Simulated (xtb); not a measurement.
C₂H₆Zn, singlet, geometry from GFN2-xTB (such geometries of metal compounds can be far from the true shape).

Here is a job for xtb.
```
$ xtb mol.xyz --gfn 2 --grad --json

# file mol.xyz
9

Zn    -0.00000000     0.00000000    -0.00000000
C      1.58168783     0.22714311    -1.27171747
H      2.29051525    -0.59164379    -1.18304619
H      2.12813446     1.14546039    -1.07473949
H      1.26208980     0.26198332    -2.30967418
C     -1.58168783    -0.22714311     1.27171747
H     -2.12813446    -1.14546039     1.07473949
H     -2.29051525     0.59164379     1.18304619
H     -1.26208980    -0.26198332     2.30967418
```

Problem. Give the partial charges in atom order at the level GFN2-xTB (xtb 6.7.1).

Solution. Zn1 0.24, C2 -0.22, H3 0.03, H4 0.03, H5 0.03, C6 -0.22, H7 0.03, H8 0.03, H9 0.03

Problem. Predict the HOMO-LUMO gap from GFN2-xTB.

Solution. 4.69 eV

Problem. What total energy does GFN2-xTB give?

Solution. -7.8251 Eh

Problem. Give the dipole moment at the level GFN2-xTB.

Solution. 0.00 D
